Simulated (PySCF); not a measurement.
The numbers below are computed, except where a source is named.
A vibrational averaging run on C₂H₂F₄O, SMILES FC(F)OC(F)F. A sound run at B3LYP/pcSseg-1 gave B0 = 4580, 1864, 1486 MHz, harmonic ZPE 11125 cm⁻¹, lowest mode 31 cm⁻¹ and averaged shieldings 244.91, 54.38, 257.31, 126.66, 52.54, 245.51, 251.52, 24.29, 24.67 ppm.

Input of the run in question:

```
{"job": {"xc": "B3LYP", "basis": "pcSseg-1", "grid": 2, "temperatures": [200, 500], "no_opt": true, "kind": "iso"}, "charge": 0, "multiplicity": 1}
F     -1.890803     1.257591    -1.858587
C     -1.661726     0.468886    -0.802040
F     -0.386982     0.072857    -0.888976
O     -2.484887    -0.638217    -0.873334
C     -3.343162    -0.838705     0.152620
F     -4.177343     0.206978     0.320199
F     -2.696240    -0.965327     1.328994
H     -1.790497     1.061168     0.119645
H     -3.926974    -1.748165    -0.046339
```

Command: OMP_NUM_THREADS=1 python ens_run.py task.json out

Output:

```
imaginary or vanishing mode: no vibrational average
```

Problem. What is doubtful here, and how much did it matter?

Solution. The setting at fault: geometry not optimised at the level of the force field.
